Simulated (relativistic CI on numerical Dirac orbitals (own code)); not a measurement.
**Hyperfine structure of Tm X, mass number 169**

Computed by Dirac-Coulomb-Breit CI, KLI orbitals optimised for each configuration, a model potential for QED, unscaled Slater integrals (own radial code, finite nucleus).

Configurations in the expansion (outside the closed core [Ar] 3d10 4d10): 4s2 4p6 4f11 5s2 5p, 4s2 4p6 4f12 5s2, 4s2 4p6 4f11 5s 5p2, 4s2 4p6 4f11 5p3, 4s2 4p6 4f13 5s, 4s2 4p6 4f13 5p, 4s2 4p6 4f12 5s 5p, 4s2 4p6 4f12 5p2, 4s2 4p6 4f12 5s 5d, 4s2 4p6 4f11 5s2 6s, 4s2 4p6 4f12 5s 6s, 4s2 4p6 4f11 5s2 7s, 4s2 4p5 4f13 5s2, 4s 4p6 4f13 5s2. The list is cut by size and lacks configurations that can hold low levels.

Nuclear spin I = 1/2, μ = -0.231 μN (tables of Stone and Pyykkö). The electronic factors are computed for point nuclear moments, without core polarisation or the Bohr-Weisskopf and QED corrections.

| Level | E (cm⁻¹) | A (MHz) |
| --- | --- | --- |
| 4s2 4p6 4f11 5s2 5p 5H_7 | 0.0 | 862.3 |
| 4s2 4p6 4f11 5s2 5p 5P_1 | 27309.8 | 5247 |

Levels with J = 0, under 50 % of one LS term, or S terms without an open s electron are left out. Small factors come from cancelling terms and can be off by tens of per cent or more.

At this charge energies of transitions that change n are usually good to better than 1 %, and those within a shell (Δn = 0) to a few per cent. Terms inside the open d or f shell come out 10 to 20 % too wide with unscaled integrals. Levels and lines within the n = 5 or 6 shells can be off by up to 10 % or somewhat more, and those that change n by about 2 %, since core polarisation is missing.

(1) Give the hyperfine levels of 4s2 4p6 4f11 5s2 5p 5P_1 relative to its centre of gravity.

Answers

(1) With K = F(F + 1) − I(I + 1) − J(J + 1), E = AK/2: F = 1/2: -5247, F = 3/2: 2624 MHz.

LS names give the leading component of a level, which can be under half, so a name can repeat, a term be missing and a line seem to break the LS rules.
